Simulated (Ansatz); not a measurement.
A search over several starts for the lowest SCF solution of Si2Au2⁺ at the given spin, in a small basis.

```yaml
crystal:
  periodic: [false, false, false]
  atoms:
    - {symbol: Au, position_ang: [-1.359449, 1.140545, 0.059433]}
    - {symbol: Au, position_ang: [1.707331, 0.212778, -0.438452]}
    - {symbol: Si, position_ang: [-0.432485, -0.925691, -0.936997]}
    - {symbol: Si, position_ang: [0.084614, -0.427632, 1.316026]}
basis:
  gaussian: {orbitals: def2-SVP}
total_charge: 1
magnetization: {spin_polarized: true, initial_magnetization: 1}
hamiltonian: {xc: pbe0, dispersion: d4}
output: {orbitals: {seedname: orbitals}}
```

```sh
$ ansatz run in.yaml --threads 4 --pin off --events-out ev --progress --plain --max-ram 3916MiB
```

It prints (some lines left out):

```
Functional definition: PBE0
984 factors; integrals over basis functions are off by at most 7.6e-4 eV
mean field evaluation 1: about -23115.7039 eV, gradient 4.0e1 eV
mean field evaluation 2: about -23077.3589 eV, gradient 1.0e2 eV
mean field evaluation 4: about -23123.3199 eV, gradient 6.2e0 eV
mean field evaluation 8: about -23123.5450 eV, gradient 1.9e-1 eV
mean field evaluation 16: about -23123.5457 eV, gradient 1.0e-3 eV
mean field -23123.54566183 eV, -849.7746293699 hartree, gradient 4.0e-5 eV, S^2 0.762576; 0 other end points of the search recorded, 0 dependent functions left out
reference -23123.54569303 eV, -849.7746305166 hartree; 33, 32 occupied and 67, 68 virtual orbitals, 984 factors
Total energy: -23123.75810289 eV, -849.7824364351 hartree
```

Hardware: 4 threads of Arm Neoverse N1 on a shared host. Wall time 5 s.

In the def2 sets Au takes a core potential; there is no spin–orbit coupling. The structure comes from a short search, and lower isomers may exist.
